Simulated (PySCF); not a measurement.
## Polarisability and C₆ of Zn (zinc, neutral)

[Ar] 3d10 4s2, closed-shell 1S. All numbers are calculated (PySCF 2.14, scalar relativity through the core potential, in aug-cc-pVTZ-PP with one added diffuse shell each of s, p, d, f, g type with ECP10MDF (7s7p6d4f3g, 113 functions)). Coupled (time-dependent) response in atomic units; α is the mean over directions.

```csv
method,mean α (bohr³),C₆ (like pair),S(−4)
UHF,50.80,401.5,1368
PBE,38.62,281.6,754.1
PBE0,41.11,304.8,863.1
M06,32.01,209.5,554.3
```

S(−4) is the Cauchy moment in α(ω) = α(0) + S(−4) ω² + …

Reference α: 38.67 ± 0.3 bohr³ (recommended; Schwerdtfeger and Nagle, table of static dipole polarizabilities (2023 update)). Published C₆: 284.0 (Chu and Dalgarno (2004); Tang, Norbeck and Certain (1976)).

Hartree-Fock lies above the reference because it lacks correlation, which contracts the outer shell.

α(iu) at M06:

```csv
u (hartree),α(iu) (bohr³)
0,32.01
0.0500,30.70
0.100,27.40
0.200,19.68
0.300,13.95
0.500,7.946
0.750,4.826
1.00,3.360
1.50,2.013
2.00,1.397
3.00,0.8256
5.00,0.4088
```

Energies and moments cover only the electrons outside the core potential.
